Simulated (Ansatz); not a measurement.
Basis sets compared for Si₃Ge. The state is a singlet with charge 0. Geometry r2SCAN-D4/def2-SVP. Ansatz on 4 threads of Arm Neoverse N1 on a shared host; times are rough, and most runs start from earlier orbitals.

Cartesian coordinates in Å:
```
Si -1.059 -0.578 -0.036
Si 0.432 -0.753 -1.803
Si 1.064 0.568 -0.005
Ge -0.438 0.762 1.844
```

The 6-31G sets use Cartesian d functions. B3LYP takes the VWN-RPA correlation. The structure comes from a short search, and lower isomers may exist.

Binding counts from free atoms (Si triplet, Ge triplet) in the same basis, without a counterpoise term.

| level | functions | energy (Eh) | HOMO (eV) | LUMO (eV) | binding per atom (eV) | wall time |
| --- | --- | --- | --- | --- | --- | --- |
| PBE-D4/def2-SVP | 86 | -2944.1692 | -5.53 | -4.36 | 3.10 | 1.2 s |
| PBE-D4/def2-TZVP | 159 | -2944.7305 | -5.45 | -4.30 | 3.13 | 2.3 s |
| r2SCAN-D4/def2-TZVP | 159 | -2945.3692 | -5.67 | -4.34 | 3.01 | 6 s |
| B3LYP-D4/6-31G | 68 | -2945.0771 | -6.19 | -3.84 | 2.40 | 1.4 s |
| B3LYP-D4/def2-TZVP | 159 | -2945.5646 | -6.12 | -3.71 | 2.88 | 3.4 s |
| PBE0-D4/def2-SVP | 86 | -2944.2836 | -6.44 | -3.74 | 2.94 | 1.7 s |
| PBE0-D4/def2-TZVP | 159 | -2944.8425 | -6.34 | -3.65 | 2.99 | 3.6 s |

Task: Estimate the rows for PBE-D4/def2-TZVPD, r2SCAN-D4/def2-TZVPD, PBE0-D4/def2-TZVPD.

Result: 
```tsv
level	functions	energy (Eh)	HOMO (eV)	LUMO (eV)	binding per atom (eV)	wall time
PBE-D4/def2-TZVPD	183	-2944.7318	-5.48	-4.32	3.14	3.2 s
r2SCAN-D4/def2-TZVPD	183	-2945.3703	-5.68	-4.34	3.01	7.5 s
PBE0-D4/def2-TZVPD	183	-2944.8437	-6.36	-3.67	2.99	5.5 s
```
